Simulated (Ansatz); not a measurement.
Consider the formal exchange of groups at a B–C bond: `C[BH][GeH2][CH3]` + `[AlH3]` → `[CH3][GeH2][BH][AlH2]` + CH₄.

Computed with Ansatz on PBE0-D4/def2-TZVP structures; ΔE is electronic, products minus reactants. CCSD(T)/CBS is the MP2 limit (def2-TZVPP, def2-QZVPP) plus CCSD(T) − MP2 in def2-TZVPP, frozen cores. This one scheme is used for every species. DFT in def2-TZVPP. For Ge outer-core shells are correlated without core-valence functions, which leaves a few kJ/mol of doubt a bond. Scalar relativity is left out up to krypton. One conformer a species, not always the lowest.

```json
{"level": "PBE-D4", "ΔE (kJ/mol)": "8.0"}
{"level": "B2PLYP", "ΔE (kJ/mol)": "16.5"}
```

Problem. What does CCSD(T)/CBS give? (Estimate.)

Solution. Ansatz gave: +13.3 kJ/mol. The listed levels differ from it by -5.3, 3.2 kJ/mol.

Largest T1 diagnostic among the species: 0.012.

From PBE to PBE0 (25 % exact exchange), in def2-TZVPP and without D4, ΔE moves by +3.2 kJ/mol.
